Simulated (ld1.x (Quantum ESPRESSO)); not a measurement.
**Transferability test, TM potential for Zr (Z = 40)**

zirconium, norm-conserving Troullier–Martins (Kleinman–Bylander form), made with ld1.x (Quantum ESPRESSO) 7.5 (PBEsol, scalar-relativistic). Core [Ar] 3d10 4s2, reference 4p6 4d1 5s0 5p0 (charge +3). Waves: 4p (bound): rc 1.55 bohr; 4d (bound): rc 2.20 bohr; 5s (bound, empty): rc 2.30 bohr. Local part: the s channel. Core correction: a·sin(br)/r model core, default radius (core density twice the valence density).

Energies are relative to the spin-unpolarised reference configuration 4p6 4d1 5s0 5p0; without spin polarisation the order of configurations can differ from experiment. The frozen-core shift is the all-electron ΔE with the core orbitals held at their reference shape minus the fully relaxed ΔE.

| valence configuration | charge | ΔE all-electron (eV) | error AE − PS (meV) | frozen-core shift (meV) |
| --- | --- | --- | --- | --- |
| 4p6 4d2 5s2 5p0 | 0 | -42.665 | +64 | +28 |
| 4p6 4d2 5s1 5p0 | +1 | -35.494 | -15 | +29 |
| 4p6 4d2 5s0 5p0 | +2 | -22.585 | -86 | +26 |
| 4p6 4d3 5s0 5p0 | +1 | -35.118 | -270 | +61 |
| 4p5 4d2 5s2 5p0 | +1 | -4.695 | -130 | +19 |
| 4p6 4d1 5s2 5p0 | +1 | -34.983 | +52 | +3.5 |
| 4p6 4d2 5s1 5p1 | 0 | -39.591 | -390 | +27 |
